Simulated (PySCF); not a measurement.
## Computed properties of InHCl2, SMILES [Cl][InH][Cl]

InHCl2, SMILES [Cl][InH][Cl]. The structure is a stationary point at PBE0-D3(BJ)/def2-TZVP. The def2 effective core potentials stand for the cores of In; spin–orbit coupling is left out. One conformer was computed; it need not be the lowest. All values are computed for the isolated molecule unless a solvent is named; none is compared with measurement here.

**Structure.** The optimised structure has C2v symmetry. All 6 harmonic modes at PBE0-D3(BJ)/def2-TZVP (PySCF) are real, so it is a minimum. With heavy atoms numbered as in [InH:1]([Cl:3])[Cl:4], the shortest bond between them is In1–Cl4 at 2.312 Å and the longest In1–Cl3 at 2.312 Å.

**Vibrations.** The strongest infrared lines (harmonic, unscaled, degenerate partners summed) lie at 362 cm⁻¹ (140 km/mol, Cl 59 %, In 30 %, H 11 %), 1909 cm⁻¹ (90 km/mol, H 99 %), 379 cm⁻¹ (43 km/mol, H 93 %). The softest mode is at 101 cm⁻¹ and the zero-point energy is 5.1 kcal/mol.

**Electronic structure.** M06-2X/def2-TZVPD (PySCF) places the frontier levels at -10.23 and -1.55 eV, a gap of 8.68 eV, and gives a dipole moment of 2.64 D and a mean polarisability of 63.3 bohr³.

**Excitations.** TDDFT-CAM-B3LYP/def2-SVPD (PySCF) has S1 at 5.83 eV (213 nm, f = 0.004, weak); the most intense of the 10 singlets computed lies at 6.14 eV (f = 0.08). T1 (TDA) is at 5.32 eV. No vertical singlet excitation falls in the visible range (under 3.1 eV).
